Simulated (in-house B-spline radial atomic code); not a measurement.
Radial electron density of Rh II (Rh+), [Kr] 4d7 4f1. Computed with an all-electron radial atomic-structure program (B-spline basis): scalar-relativistic (X2C) PBE, spherical fractional occupations, Fermi nucleus of rms radius 4.4945 fm, inside a hard spherical wall at 7.55 bohr.

One-electron X2C: radii and densities carry no picture-change correction, so inner-shell <1/r> comes out high (for 1s by about 2 % at Z = 33, 5 % at 54, 10 % at 75, 30 % at 118) and <r> low.

Columns: r (bohr), 4πr²n(r) (electrons per bohr), bar.

```
 0.00102    1.549 #
 0.00125    2.162 #
 0.00154    3.032 ##
  0.0019    4.239 ###
 0.00233    5.832 ####
 0.00287    8.014 #####
 0.00353    10.88 #######
 0.00434    14.58 #########
 0.00534    19.25 ############
 0.00657    24.94 ###############
 0.00809    31.58 ###################
 0.00995    38.79 ########################
  0.0122    45.88 ############################
  0.0151    52.33 ################################
  0.0185    56.43 ###################################
  0.0228    57.66 ###################################
   0.028    55.74 ##################################
  0.0345    51.87 ################################
  0.0424    48.87 ##############################
  0.0522    49.91 ###############################
  0.0642    56.43 ###################################
   0.079    65.82 ########################################
  0.0972    71.71 ############################################
    0.12    68.34 ##########################################
   0.147    57.53 ###################################
   0.181    47.91 #############################
   0.223    48.15 ##############################
   0.274    54.82 ##################################
   0.337    55.34 ##################################
   0.415    42.93 ##########################
    0.51    25.79 ################
   0.628    15.69 ##########
   0.772    14.71 #########
    0.95    15.59 ##########
    1.17    13.12 ########
    1.44    8.449 #####
    1.77    4.396 ###
    2.18     1.94 #
    2.68   0.7911 
     3.3   0.3788 
    4.05   0.3286 
    4.99   0.3351 
    6.14   0.1648 
    7.47 0.0006392
```

On this grid the curve has 5 maxima, near 0.0228, 0.0972, 0.337, 0.95, 4.99 bohr.

The 4f radial function P(r) = rR(r), positive near the nucleus:

```csv
r (bohr),P
0.12,0.0007927
0.181,0.002526
0.274,0.007015
0.415,0.01664
0.628,0.03407
0.95,0.06306
1.44,0.1146
2.18,0.2217
3.3,0.4199
4.99,0.5728
7.47,0.02526
```
